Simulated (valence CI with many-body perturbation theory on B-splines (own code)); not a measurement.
E1 line list for Sr23+

Computed by valence CI with perturbative core correlation (CI+MBPT): five valence electrons over a frozen Dirac-Fock core [Ne], radial functions for each j: 11 s, 11 p, 10 d, 8 f, 5 g, 2 h, with the one-electron correlation potential Σ1, the two-electron term Σ2, the three-electron term Σ3, Breit, model QED; selected CI, second order for the rest, scaled by the run's own slope (own B-spline code, finite nucleus).

No measured spectrum was set against this ion. As an estimate, levels of excited configurations hold to 0.05 to 0.15 % of their energy, terms of the ground configuration to about 0.5 %. Among the levels kept, up to 3500 cm⁻¹ of a level comes from second order outside the variational space, and about a tenth of that is noise between levels of different J, which matters for small intervals.

Lines 101 to 150 of 590 in falling wavelength, among levels below 262.87 eV, chosen from the strongest by gf and those to the six lowest levels. Wavelengths and rates use the calculated energies, so an error of 400 cm⁻¹ moves a line at 13.98 nm by 0.056 % and its rate by three times that or more. Electric multipoles are in the length gauge with retardation, E1 and E2 with the static RPA response of the core. Weak lines are less certain than strong ones. Lines between different terms over intervals too small for the method are left out, as are lines whose strength nearly cancels. Where a level lies close to another of its J and parity, the split of strength between their lines is uncertain. The highest levels of a list are the least certain.

Names give the largest LS component (configuration and term), which can be under half, so a name can repeat, a term be missing and a line seem to break the LS rules; names also repeat where a configuration has a term twice. Letters in brackets count levels of one name in rising energy.

```tsv
λ vac (nm)	Upper	Lower	A (s⁻¹)	S (a.u.)
13.98	3s2.3p.3d2 4G°_9/2	3s2.3p2.3d 2G_9/2	8.27e+09	1.11e-01
13.97	3s.3p3.3d 4F°_9/2 [b]	3s2.3p2.3d 2F_7/2 [a]	9.14e+09	1.23e-01
13.96	3s.3p3.3d 4D°_5/2 [b]	3s2.3p2.3d 2F_5/2	5.70e+09	4.60e-02
13.96	3s.3p3.3d 2F°_7/2 [a]	3s2.3p2.3d 2F_7/2 [a]	1.88e+10	2.02e-01
13.95	3s.3p4 2D_3/2	3s2.3p3 4S°_3/2	2.85e+08	1.53e-03
13.93	3s2.3p.3d2 4G°_7/2	3s2.3p2.3d 4P_5/2	4.31e+09	4.60e-02
13.93	3s.3p4 2P_1/2 [a]	3s2.3p3 2D°_3/2	1.43e+10	3.81e-02
13.92	3s.3p3.3d 4D°_7/2 [c]	3s2.3p2.3d 4F_7/2	7.48e+09	7.97e-02
13.90	3s.3p3.3d 2D°_3/2 [d]	3s2.3p2.3d 2P_3/2 [b]	7.04e+09	3.74e-02
13.89	3s2.3p2.3d 2F_5/2	3s2.3p3 2D°_5/2	2.15e+08	1.71e-03
13.89	3s.3p3.3d 4D°_5/2 [c]	3s2.3p2.3d 2F_5/2	6.47e+09	5.13e-02
13.84	3s.3p3.3d 2P°_3/2 [a]	3s2.3p2.3d 2P_1/2 [a]	7.94e+09	4.16e-02
13.75	3s.3p3.3d 2D°_5/2 [b]	3s2.3p2.3d 4D_3/2	8.52e+09	6.55e-02
13.74	3s.3p3.3d 2F°_7/2 [d]	3s2.3p2.3d 2D_5/2 [b]	1.04e+10	1.07e-01
13.70	3s.3p3.3d 2F°_7/2 [b]	3s2.3p2.3d 2F_7/2 [b]	1.74e+10	1.77e-01
13.68	3s.3p3.3d 2P°_3/2 [c]	3s2.3p2.3d 2D_5/2 [a]	1.19e+10	6.04e-02
13.67	3s.3p3.3d 2D°_3/2 [e]	3s2.3p2.3d 2D_5/2 [d]	1.03e+10	5.21e-02
13.66	3s.3p3.3d 4D°_5/2 [d]	3s2.3p2.3d 4F_7/2	1.05e+10	7.95e-02
13.65	3p5 2P°_3/2	3s.3p4 4P_5/2	2.42e+09	1.22e-02
13.64	3s2.3p2.3d 4P_3/2	3s2.3p3 2P°_3/2	1.68e+09	8.42e-03
13.63	3s.3p3.3d 2G°_7/2 [b]	3s2.3p2.3d 4D_5/2	8.65e+09	8.66e-02
13.62	3s.3p3.3d 2D°_5/2 [e]	3s2.3p2.3d 2D_5/2 [d]	1.28e+10	9.55e-02
13.62	3s2.3p.3d2 4G°_7/2	3s2.3p2.3d 2G_7/2	1.20e+10	1.19e-01
13.60	3s2.3p2.3d 4F_7/2	3s2.3p3 2D°_5/2	2.95e+08	2.93e-03
13.55	3s.3p3.3d 4D°_7/2 [d]	3s2.3p2.3d 2F_7/2 [a]	4.01e+09	3.94e-02
13.53	3s2.3p2.3d 4P_1/2	3s2.3p3 2P°_3/2	3.08e+09	7.54e-03
13.52	3s2.3p.3d2 4G°_9/2	3s2.3p2.3d 2F_7/2 [b]	6.35e+09	7.74e-02
13.46	3s.3p3.3d 4D°_3/2 [e]	3s2.3p2.3d 4P_3/2	9.11e+09	4.39e-02
13.43	3s2.3p.3d2 4F°_7/2	3s2.3p2.3d 2F_7/2 [c]	7.16e+09	6.84e-02
13.39	3s.3p3.3d 2G°_7/2 [b]	3s2.3p2.3d 4F_9/2	4.66e+09	4.42e-02
13.37	3s2.3p2.3d 2F_7/2 [a]	3s2.3p3 2D°_5/2	1.15e+08	1.09e-03
13.35	3s2.3p.3d2 2P°_1/2 [a]	3s2.3p2.3d 2D_3/2 [b]	1.76e+10	4.12e-02
13.32	3s.3p3.3d 4D°_3/2 [c]	3s2.3p2.3d 2F_5/2	1.16e+10	5.40e-02
13.32	3s.3p3.3d 2D°_5/2 [b]	3s2.3p2.3d 4F_7/2	7.04e+09	4.93e-02
13.28	3s.3p4 2D_5/2	3s2.3p3 4S°_3/2	3.76e+08	2.61e-03
13.27	3s2.3p2.3d 2P_1/2 [a]	3s2.3p3 2P°_1/2	2.76e+09	6.37e-03
13.26	3s2.3p.3d2 4P°_5/2 [a]	3s2.3p2.3d 2F_7/2 [c]	1.54e+10	1.07e-01
13.25	3p4.3d 2G_7/2	3s.3p3.3d 4D°_5/2 [a]	6.29e+09	5.79e-02
13.19	3s.3p3.3d 2F°_5/2 [e]	3s2.3p2.3d 2D_3/2 [a]	5.66e+09	3.84e-02
13.18	3s2.3p2.3d 4D_3/2	3s2.3p3 2D°_5/2	1.07e+10	4.81e-02
13.17	3s.3p3.3d 2F°_5/2 [b]	3s2.3p2.3d 4D_5/2	6.17e+09	4.17e-02
13.15	3s2.3p.3d2 4F°_5/2	3s2.3p2.3d 2D_5/2 [a]	6.20e+09	4.18e-02
13.13	3s2.3p.3d2 2F°_7/2 [a]	3s2.3p2.3d 2F_7/2 [c]	6.20e+09	5.54e-02
13.05	3s2.3p.3d2 4S°_3/2 [a]	3s2.3p2.3d 2D_5/2 [d]	1.21e+10	5.31e-02
13.03	3s2.3p.3d2 4P°_5/2 [b]	3s2.3p2.3d 2F_7/2 [c]	2.08e+10	1.36e-01
13.02	3s.3p3.3d 2P°_3/2 [d]	3s2.3p2.3d 2P_1/2 [b]	5.14e+10	2.24e-01
12.97	3s.3p3.3d 2G°_7/2 [b]	3s2.3p2.3d 2F_7/2 [a]	8.44e+09	7.28e-02
12.96	3s2.3p.3d2 2F°_5/2 [b]	3s2.3p2.3d 2D_5/2 [d]	8.63e+09	5.57e-02
12.96	3s.3p3.3d 2F°_7/2 [d]	3s2.3p2.3d 2D_5/2 [a]	4.46e+09	3.83e-02
12.92	3s2.3p.3d2 4G°_11/2	3s2.3p2.3d 2G_9/2	5.89e+09	7.53e-02
```
